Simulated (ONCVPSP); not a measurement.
# Which change was made? (O, ONCV)

oxygen, optimised norm-conserving Vanderbilt (ONCV), made with ONCVPSP 4.0.1 (revPBE, scalar-relativistic). Core [He], reference 2s2 2p3 (charge +1). Waves: 2s: rc 0.70 bohr, ncon 3, nbas 7, qcut 10.1 1/bohr, 1 projector; 2p: rc 1.65 bohr, ncon 3, nbas 6, qcut 8.4 1/bohr, 3 projectors, debl 3.3 Ha; d scattering state at 0.45 Ha: rc 1.75 bohr, ncon 4, nbas 6, qcut 5 1/bohr, 1 projector. Local part: polynomial inside 0.55 bohr (lpopt 5, dvloc0 0 Ha). Core correction: Teter function, fcfact 2.25, rcfact 1.25.

Cutoffs, loose and tight: the cutoffs (Ha) at which the residual kinetic energy of the hardest occupied pseudo-wave falls to 1 and 0.1 mHa per electron. They do not see the model core or the augmentation charge, which bear on the density cutoff. Test errors are all-electron minus pseudo excitation energies from the reference, over the configurations 2s2 2p4; 2s2 2p2; 2s2 2p1; 2s2 2p0; variants that change the core or the reference have their own tests.

The base gives: outcome: generated; cutoff, loose: 43 Ha; cutoff, tight: 55 Ha; bound ghosts: none; GHOST(+) flags above zero: p, d; largest test error (meV): +2830.

Question: After one change the result is: outcome: generated; cutoff, loose: 43 Ha; cutoff, tight: 55 Ha; bound ghosts: none; GHOST(+) flags above zero: d; largest test error (meV): +8027. Which change was it?
A. p: ncon 5, nbas 8
B. p: rc 2.4
C. p: qcut 5.4
D. all radii but the core radius scaled by about 1.34 (s 0.94, p 2.20, d 2.34 bohr); local potential polynomial inside 0.74 bohr (lpopt 5, dvloc0 0 Ha)

Answer: B. The others give: p: qcut 5.4 → outcome: generated; cutoff, loose: 43 Ha; cutoff, tight: 63 Ha; bound ghosts: none; GHOST(+) flags above zero: d; largest test error (meV): +5742 | all radii but the core radius scaled by about 1.34 (s 0.94, p 2.20, d 2.34 bohr); local potential polynomial inside 0.74 bohr (lpopt 5, dvloc0 0 Ha) → outcome: generated; cutoff, loose: 37 Ha; cutoff, tight: 45 Ha; bound ghosts: none; GHOST(+) flags above zero: p, d; largest test error (meV): +6231 | p: ncon 5, nbas 8 → outcome: generated; cutoff, loose: 43 Ha; cutoff, tight: 55 Ha; bound ghosts: none; GHOST(+) flags above zero: p, d; largest test error (meV): +2082.
